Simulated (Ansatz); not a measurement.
System: C₅H₉, charge 0, multiplicity 2. It need not be the lowest isomer of its formula. SMILES: C/C=C\C[CH2]
Geometry from a B3LYP-D3(BJ)/def2-TZVP (Ansatz, a quantum-chemistry and plane-wave program) optimisation:
```xyz
14

C      2.0754     0.8494    -0.0247
C      1.1781    -0.3351    -0.1324
C     -0.1092    -0.0317    -0.8470
C     -1.3404    -0.0500    -0.3414
C     -1.7527    -0.3877     1.0576
H      1.6595     1.8416     0.0831
H      3.1470     0.7298     0.0589
H      0.9698    -0.7412     0.8673
H      1.7039    -1.1391    -0.6614
H      0.0068     0.2525    -1.8887
H     -2.1563     0.2096    -1.0102
H     -0.9077    -0.6135     1.7063
H     -2.3067     0.4422     1.5057
H     -2.4240    -1.2514     1.0661
```
Charge 0, spin multiplicity 2.

Wanted: atomisation energy (electronic, to ground-state atoms), in eV. Correlated levels leave the core frozen unless marked. Open shells are spin-unrestricted. No spin-orbit coupling. No relativistic terms. The coupled-cluster limit lacks core correlation, which all-electron functionals hold. CBS(X,Y): correlation extrapolated as X^-3; Hartree-Fock from the larger set.

| level | program | atomisation energy (eV) |
|---|---|---|
| HF/6-31G* | Ansatz | 44.11 |
| PBE0/def2-TZVPD | Ansatz | 58.53 |

Problem. What does CCSD(T)/CBS(cc-pVTZ,cc-pVQZ) (Ansatz) give?

Solution. 58.03 eV, so PBE0/def2-TZVPD differs from it by 0.50 eV.
